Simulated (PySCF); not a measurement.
Bi(F)(Br)2, SMILES [F][Bi]([Br])[Br] (BiBr2F) (CAM-B3LYP/def2-SVP optimised geometry):

```
4

Bi    -1.166    -1.002     0.000
F     -1.435     1.002     0.000
Br    -1.616    -1.415     2.528
Br     1.435    -1.002     0.000
```

Computed with CAM-B3LYP/def2-TZVP, def2 effective core potentials past Kr in PySCF.

Task: What are the frontier orbital energies and the dipole moment?

Result: HOMO-2 -9.99 eV, HOMO-1 -9.79 eV, HOMO -9.76 eV, LUMO -1.59 eV, LUMO+1 -1.23 eV; dipole moment 4.13 D.

On the same geometry PBE/def2-TZVP, def2 effective core potentials past Kr run with PySCF gives HOMO-2 -7.38 eV, HOMO-1 -7.36 eV, HOMO -7.25 eV, LUMO -3.13 eV, LUMO+1 -2.77 eV; dipole moment 3.73 D.
